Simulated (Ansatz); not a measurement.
The inner images of a band of Cl3FZr + H2 (7 atoms, charge 0, multiplicity 1) are given out of order.

Level of theory: Ansatz, RKS B3LYP/def2-SVP.

Image 0:

```xyz
7
Properties=species:S:1:pos:R:3
Zr -0.247 -0.412 -0.164
Cl -0.211 -0.389 2.182
Cl 1.935 -0.506 -1.016
Cl -1.361 1.482 -0.981
F -1.183 -1.953 -0.731
H 1.850 2.909 1.567
H 1.539 2.423 2.064
```

Image 8:

```xyz
7
Properties=species:S:1:pos:R:3
Zr 0.409 0.193 -0.297
Cl -0.633 0.915 2.505
Cl 1.745 -0.245 -2.170
Cl -1.358 1.583 -1.017
F -0.011 -1.507 0.437
H 1.685 1.103 0.687
H 0.484 1.510 2.776
```

Put them in order from the first end to the last, with their energies above the first end.
A.
```xyz
7
Properties=species:S:1:pos:R:3
Zr -0.245 -0.326 -0.073
Cl -0.350 -0.430 2.268
Cl 1.980 -0.235 -0.814
Cl -1.450 1.523 -0.867
F -1.036 -1.895 -0.769
H 1.924 2.497 1.276
H 1.497 2.418 1.900
```
B.
```xyz
7
Properties=species:S:1:pos:R:3
Zr 0.365 0.234 -0.222
Cl -0.632 0.907 2.558
Cl 1.809 -0.109 -2.031
Cl -1.347 1.657 -0.993
F -0.097 -1.506 0.374
H 1.613 1.088 0.876
H 0.610 1.282 2.359
```
C.
```xyz
7
Properties=species:S:1:pos:R:3
Zr -0.163 -0.011 0.032
Cl -0.545 0.071 2.363
Cl 1.938 0.177 -1.029
Cl -1.616 1.511 -0.992
F -0.709 -1.755 -0.421
H 1.937 1.804 1.181
H 1.479 1.756 1.785
```
D.
```xyz
7
Properties=species:S:1:pos:R:3
Zr 0.250 0.280 -0.042
Cl -0.641 0.818 2.442
Cl 1.802 0.012 -1.821
Cl -1.324 1.717 -1.012
F -0.195 -1.529 0.246
H 1.573 1.119 1.184
H 0.857 1.135 1.922
```
E.
```xyz
7
Properties=species:S:1:pos:R:3
Zr -0.055 0.160 0.104
Cl -0.718 0.286 2.397
Cl 1.932 0.292 -1.207
Cl -1.540 1.590 -0.995
F -0.530 -1.627 -0.247
H 1.858 1.445 1.139
H 1.372 1.407 1.731
```
F.
```xyz
7
Properties=species:S:1:pos:R:3
Zr -0.251 -0.191 -0.051
Cl -0.420 -0.140 2.290
Cl 1.938 0.031 -0.879
Cl -1.623 1.467 -0.982
F -0.878 -1.881 -0.608
H 2.007 2.129 1.273
H 1.547 2.137 1.878
```
G.
```xyz
7
Properties=species:S:1:pos:R:3
Zr 0.053 0.254 0.087
Cl -0.784 0.613 2.359
Cl 1.858 0.237 -1.490
Cl -1.431 1.659 -1.046
F -0.305 -1.593 0.044
H 1.744 1.206 1.205
H 1.185 1.177 1.761
```

A (0.00 eV), F (+0.04 eV), C (+0.17 eV), E (+0.36 eV), G (+0.69 eV), D (+1.56 eV), B (+1.77 eV).

Time of the run: 5.5 min on 2 threads of Arm Neoverse V2 (shared host), peak memory 0.27 GiB.
